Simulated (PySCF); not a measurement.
Electrostatic solvation of a mixed set.

Level: PBE0/pcSseg-1 in PySCF, non-relativistic, each on one gas-phase PBE0-D3(BJ)/def2-SVP geometry that isn't relaxed in the solvent. The solvent is an IEF-PCM continuum (cavity from Bondi-type radii × 1.2). Specific hydrogen bonds and non-electrostatic terms are outside this model.

Problem. Order them by E(solvent) − E(gas) in acetonitrile (ε = 35.69), most negative first (kJ/mol).
A. `[CH3:1][C:2]#[C:3][C@@H:4]1[CH2:5][Si@H:6]1[N:7]([CH3:8])[CH3:9]` with C5–Si6–N7–C8 164°
B. `[CH2:1]=[CH:2][P@@:3]1(=[O:4])[CH:5]=[C:6]([CH3:7])[CH2:8][CH2:9]1` with C1–C2–P3–O4 1°, C2–P3–C5–C6 98°, C5–C6–C8–C9 14°, C6–C8–C9–P3 -20°, C2–P3–C9–C8 -90°
C. `[CH:1]#[C:2][SiH2:3][N:4]([CH3:5])[CH2:6][CH2:7][CH:8]=[CH2:9]` with C2–Si3–N4–C5 79°, Si3–N4–C6–C7 91°, N4–C6–C7–C8 -176°, C6–C7–C8–C9 -116°
D. `[CH3:1][C:2]#[C:3][C@@H:4]1[CH2:5][Si@@H:6]1[N:7]([CH3:8])[CH3:9]` with C5–Si6–N7–C8 -61°
E. `[CH2:1]=[CH:2][P@:3]1(=[O:4])[CH2:5][CH:6]=[C:7]([CH3:8])[CH2:9]1` with C1–C2–P3–O4 1°, C2–P3–C5–C6 -84°, P3–C5–C6–C7 -17°, C6–C7–C9–P3 17°, C2–P3–C9–C7 84°
F. `[CH:1]#[C:2][CH2:3][C:4]([CH3:5])([CH3:6])[SiH2:7][N:8]=[CH2:9]` with C2–C3–C4–C5 -62°, C3–C4–Si7–N8 -58°, C4–Si7–N8–C9 -123°

Solution. B (-42.4), E (-38.0), F (-22.0), A (-19.4), C (-18.2), D (-15.9).

```
                   SMILES  charge  ΔE (kJ/mol)  polarisation term (kJ/mol)  HOMO shift (eV)  dipole gas (D)  dipole solvent (D)  atoms
   C=C[P@@]1(=O)C=C(C)CC1       0        -42.4                       -51.8            -0.11            4.91                6.74     20
    C=C[P@]1(=O)CC=C(C)C1       0        -38.0                       -44.8            +0.22            4.16                5.48     20
     C#CCC(C)(C)[SiH2]N=C       0        -22.0                       -25.1            +0.04            1.73                2.43     22
 CC#C[C@@H]1C[Si@H]1N(C)C       0        -19.4                       -22.4            -0.11            1.75                2.26     22
       C#C[SiH2]N(C)CCC=C       0        -18.2                       -19.8            +0.06            0.87                1.06     22
CC#C[C@@H]1C[Si@@H]1N(C)C       0        -15.9                       -18.2            -0.05            1.42                1.88     22
```

Over the 6 neutral species the correlation coefficient of ΔE with the squared gas-phase dipole is -0.98. The polarisation term is half the interaction of the solute with the induced surface charges.
